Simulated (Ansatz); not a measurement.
Saddle point of Si2H5SBr, singlet (Si₂H₅SBr ([SiH3][SiH]([SH])[Br]) → Si₂H₄S ([SiH3][SiH][S]) + HBr; bonds formed: Br2–H4; bonds broken: Si1–Br2, S3–H4), PBE0-D4/def2-TZVP structure:

```csv
atom,x (Å),y (Å),z (Å)
Si1,-0.9342,-0.4059,-0.1502
Br2,1.1268,-1.8533,-1.4219
S3,-1.3312,-1.9195,1.0676
H4,0.2767,-2.3415,-0.2844
H5,-1.6997,-0.1846,-1.4103
Si6,0.4369,1.3964,0.4507
H7,0.9785,2.0533,-0.7675
H8,1.5354,0.8832,1.3041
H9,-0.3893,2.3717,1.2118
```

Energies are electronic, without zero-point energy. Barriers and step energies count from the start structure reached by relaxing down the imaginary mode; all methods use the PBE0-D4 structures, on which another method's saddle can fall below an end. Program: Ansatz 0.2.0. Basis: def2-TZVPP, with def2-QZVPP for the basis limit. Cores are frozen in the correlated methods. Filled d shells of the heavier atoms are correlated. The def2 sets are not built for correlating such inner shells, so the correlated values are less sure here. B3LYP uses VWN-RPA correlation. Extrapolation: Hartree–Fock as exp(−7.88 √X), correlation as X^−2.97.

```csv
method,barrier (kJ/mol),step energy (kJ/mol)
SPW92,173.5,187.7
PBE-D4,?,179.0
BLYP-D4,175.8,167.9
r2SCAN-D4,192.5,189.9
B97M-V,195.7,182.4
PBE0-D4,196.3,193.1
B3LYP-D4,192.3,181.2
r2SCAN0-D4,204.6,198.9
BHLYP-D4,?,196.2
CAM-B3LYP-D4,205.1,191.3
wB97X-V,?,199.5
wB97M-V,203.3,191.3
B2PLYP,197.7,185.7
PBE-QIDH,207.2,200.3
RPA on PBE,197.2,179.1
HF,239.3,204.6
MP2,199.1,190.0
CCSD,210.5,191.2
CCSD(T),201.4,186.2
```

Problem. Fill in the withheld barriers. (An estimate is asked for; the value comes from the calculation.)

Solution. By the calculation: wB97X-V 212.5; BHLYP-D4 213.4; PBE-D4 177.2 kJ/mol. Each is the energy of the saddle less that of the start structure, by the same method.

For comparison, the barrier by CCSD(T) at an estimated basis limit (MP2 extrapolated from triple and quadruple zeta, plus CCSD(T) − MP2 in triple zeta) is 200.8 kJ/mol.

The T1 diagnostic stays at or below 0.015.

Labels in which every atom is bracketed show which atoms are joined, not bond orders.

For scale, one of the runs: CCSD(T)/def2-TZVPP, 244 basis functions, launched by `ansatz run in.yaml --threads 8 --pin off --events-out ev --progress --plain --max-ram 19148MiB`. Hardware: 8 CPU threads of an Arm Neoverse V1, shared host. Wall time 90 s; peak host memory 4.4 GiB.
